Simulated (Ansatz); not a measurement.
The first iterations of a band of C₂H₇ClOSeSi (13 atoms, charge 0, multiplicity 1).

Computed with RHF/def2-SVP in Ansatz 0.2.0.

```yaml
movable_images: 8
climbing_image: no
spring: 5.0 eV/Å²
optimiser: quadratic models (default)
start_path: IDPP
force_threshold: 0.03 eV/Å
iteration_limit: 36
end_points: relaxed
```

Initial state:

```xyz
13
Properties=species:S:1:pos:R:3
C 0.325 -2.109 -0.290
C 0.482 -0.604 -0.185
O 0.422 -0.155 1.129
Se -0.962 0.299 -1.192
Si -0.862 2.318 -0.147
Cl -1.902 2.420 1.643
H -0.613 -2.424 0.164
H 1.148 -2.600 0.237
H 0.347 -2.438 -1.329
H 1.416 -0.289 -0.653
H 1.201 -0.416 1.598
H 0.534 2.702 0.110
H -1.516 3.261 -1.071
```

Final state:

```xyz
13
Properties=species:S:1:pos:R:3
C 0.628 -1.442 0.049
C -0.165 -0.472 0.902
O -0.800 -1.117 1.956
Se -1.651 0.408 -0.083
Si -0.482 1.812 -1.427
Cl 0.820 3.014 -0.332
H -0.024 -2.222 -0.344
H 1.400 -1.914 0.665
H 1.124 -0.942 -0.782
H 0.471 0.335 1.264
H -0.183 -1.268 2.656
H 0.359 1.109 -2.411
H -1.476 2.664 -2.099
```

| iteration | highest image above the first end (eV) | largest band force component (eV/Å) |
| --- | --- | --- |
| 1 | 0.579 | 2.187 |
| 2 | 0.149 | 0.513 |

Does the band converge within its limit, and where does its top end?

It converged. It ended after 7 iterations with the highest image 0.114 eV above the first end. No image climbed, so the highest image needn't sit at the top of the path.

Time of the run: 6.6 min on 2 threads of Arm Neoverse N1 (shared host), peak memory 0.48 GiB.
